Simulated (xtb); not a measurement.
CeCl3 (SMILES [Cl][Ce]([Cl])[Cl]), doublet, at a GFN2-xTB geometry (such geometries of metal compounds can be far from the true shape) (GFN-xTB holds the 4f electrons in the core, so unpaired electrons go into valence orbitals and the state isn't the physical one). Base run: GFN2-xTB (xtb).

Input for xtb:
```
$ xtb mol.xyz --gfn 2 --uhf 1 --json

# file mol.xyz
4

Ce    -0.19997989     0.17171609     0.49563807
Cl    -1.58911817    -1.32918991    -0.90375976
Cl     0.35878579     1.86556014    -1.22465596
Cl     1.91261672    -1.12222513     0.43741526
```

Each row names what was changed in the base input (with any setting that the change needs).

```csv
change,ΔE vs base (kcal/mol),dipole (D),SCF cycles
base,0.000,4.75,35
file = coord,0.000,4.75,35
etemp = 5000,-8.65,4.36,31
acc = 30,0.000,4.75,32
etemp = 3000,-0.557,4.70,33
alpb = toluene,-3.89,4.86,34
```

ALPB and GBSA are two models with their own fitted parameters for each solvent, which aren't always the measured dielectric constant.
